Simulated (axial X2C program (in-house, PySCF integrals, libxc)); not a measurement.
## Ionising NaBa

Computed with an in-house relativistic program for diatomic molecules, spin-free (one-electron X2C) or two-component (2c: spin–orbit coupling with atomic mean-field Coulomb and Gaunt terms, which also bring small scalar terms), in Dyall basis sets with cores contracted in-house; open shells are unrestricted.

Basis sets: Ba dyall-cv3z, Na dyall-cv3z.

```tsv
Hamiltonian	level	NaBa state	Re (Å)	ωe (cm⁻¹)	De (eV)
spin-free	HF	M_S = 1/2, Λ = 0	4.383	61.5	0.09
spin-free	PBE0	M_S = 1/2, Λ = 0	3.923	98.5	0.37
2c	PBE0	Ω = 1/2	3.920	98.7	0.37
```

Adiabatic ionisation energy (minimum to minimum, no zero-point term) and constants of NaBa⁺:

| Hamiltonian | level | NaBa⁺ state | IE (eV) | Re (Å) | ωe (cm⁻¹) | De (eV) | fragments |
| --- | --- | --- | --- | --- | --- | --- | --- |
| spin-free | HF | M_S = 0, Λ = 0 | 3.84 | 3.979 | 111.5 | 0.52 | Ba+ + Na |
| spin-free | PBE0 | M_S = 0, Λ = 0 | 4.21 | 3.802 | 120.6 | 1.28 | Ba+ + Na |
| 2c | PBE0 | Ω = 0 | 4.21 | 3.801 | 120.6 | 1.28 | Ba+ + Na |

(1) Add the zero-point terms to the ionisation energy at PBE0, 2c, and say whether the electron removed was bonding.

(2) Close the cycle De(NaBa⁺) + IE(NaBa) = De(NaBa) + IE(Ba) to find the atomic ionisation energy at PBE0, 2c.

Each entry is the lowest single determinant of a limited PBE0 search at one distance. De goes to single-determinant-based atoms at the same level (for ions the charge split of lowest energy) and is withheld (n/a) where an atom does not fit its ground term or J level. Main or longest-lived isotopes. One determinant is a doubtful description, or other states lie close, for NaBa; these need not be ground states, and all values refer to the states named.

Results:

(1) IE0 = IE + (ωe⁺ − ωe)/2 = 4.21 + (0.001) = 4.21 eV. Re changes by -0.119 Å, so the bond shortens, as on loss of an antibonding or a polarising non-bonding electron.

(2) IE(Ba) = 1.28 + 4.21 − 0.37 = 5.12 eV, for the determinants used.
